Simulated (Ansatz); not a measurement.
Calculated with Ansatz (gas phase, PBE0-D4/def2-TZVP geometries, no zero-point term in ΔE). CBS: MP2 limit from def2 TZ/QZ plus the TZ coupled-cluster correction, frozen cores. DFT in def2-TZVPP. B3LYP here is the variant with VWN-RPA as its local correlation; programs differ in this. Each species was taken in one conformer, which may not be the lowest.

Reaction (ligand exchange at the Si–O bond): `O[SiH2]O[SiH2][SiH3]` + `O[Si](F)(Cl)Cl` → `O[SiH2]O[Si](F)(Cl)Cl` + `O[SiH2][SiH3]`

| level | ΔE (kJ/mol) | difference from CCSD(T)/CBS |
| --- | --- | --- |
| PBE-D4 | 0.5 | 0.4 |
| r2SCAN-D4 | 0.7 | 0.6 |
| PBE0-D4 | 0.3 | 0.2 |
| B3LYP-D4 | -0.7 | -0.8 |
| ωB97X-V | 0.5 | 0.4 |
| ωB97M-V | 0.6 | 0.5 |
| B2PLYP | -0.3 | -0.4 |
| PBE | 0.4 | 0.3 |
| r2SCAN | 0.8 | 0.7 |
| PBE0 | 0.4 | 0.3 |
| B3LYP | -0.9 | -1.0 |
| HF/def2-TZVPP | -1.8 | -1.9 |
| MP2/def2-TZVPP | 0.4 | 0.3 |
| SCS-MP2/def2-QZVPP | -0.4 | -0.5 |
| MP2/CBS(def2) | 0.2 | 0.1 |
| CCSD/CBS(def2) | -0.3 | -0.4 |
| CCSD(T)/CBS | 0.1 | 0 |

Largest T1 diagnostic among the species: 0.012.
